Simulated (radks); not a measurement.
Effect of the nuclear size on the lutetium ion Lu44+, [Ar] 3d9. Calculated with a radial shooting solver on a logarithmic mesh with Libxc functionals: Dirac Kohn-Sham, LDA (Slater exchange, Perdew-Wang correlation), spin-unpolarised, spherical densities, finite nucleus; open shells fill j = l - 1/2 first; Fermi nuclear charge, rms radius 5.37 fm. The rms radius is varied about that value; shifts are against it.

rms radius (fm)  total energy shift (eV)  density at nucleus (e/bohr^3)  1s1/2 shift (meV)  2s1/2 shift (meV)  3s1/2 shift (meV)  3p1/2 shift (meV)  3d5/2 shift (meV)  4s1/2 (empty) shift (meV)  4p1/2 (empty) shift (meV)
4.8276                             -8.44                      1.139e+06              -3460               -478               -111              -1.44               3.99                      -38.7                     -0.752
4.833                              -8.35                      1.138e+06              -3430               -473               -110              -1.43               3.95                      -38.3                     -0.745
5.37                                   0                      1.101e+06              0.000              0.000              0.000              0.000              0.000                      0.000                      0.000
5.805                               7.20                      1.074e+06               2960                408               95.0               1.24              -3.40                       33.0                      0.645
6.4333                              18.3                      1.039e+06               7500               1040                241               3.17              -8.64                       83.8                       1.64

Slopes of the eigenvalues against <r^2> in GHz/fm^2, as finite differences over the two radii next to the reference (eigenvalue slopes, not the field-shift constants of lines): 1s1/2 149000, 2s1/2 20600, 3s1/2 4800, 3p1/2 62.5, 3d5/2 -172, 4s1/2 (empty) 1670, 4p1/2 (empty) 32.5.
